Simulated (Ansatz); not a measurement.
Coupled-cluster diagnostics for GaCl2(SiH3) (GaSiH3Cl2), Ansatz.

Geometry of the singlet (PBE-D4/def2-SVP):

Cartesian coordinates in Å:
```
Ga 0.325 1.198 -0.055
Cl 2.085 1.907 -1.102
Cl -0.821 2.790 0.868
Si -0.297 -1.119 0.062
H -1.057 -1.370 1.333
H 0.939 -1.971 0.013
H -1.173 -1.435 -1.118
```

Correlated methods freeze 24 core orbitals; core or outer-core shells of Ga are correlated, in sets that lack core-valence functions.

Problem. Estimate the CCSD(T) correlation energy, the shares of MP2 and (T), T1 and the reference's ⟨S²⟩ for: charge 0, singlet, own geometry in def2-TZVPP; and the rough time on 4 threads of Arm Neoverse V1 on a shared host.

Solution. 
```json
{"state": "charge 0, singlet, own geometry", "basis": "def2-TZVPP", "correlation (eV)": "-21.752", "MP2 share (%)": "89.8", "(T) share (%)": "4.0", "T1": "0.012", "⟨S²⟩ (pure)": "0.00 (0.00)", "wall time": "95 s"}
```
Customary marks for T1 are 0.02 (closed shells), 0.045 (open shells) and about 0.05 (3d metals). T1 stays under 0.02 throughout.
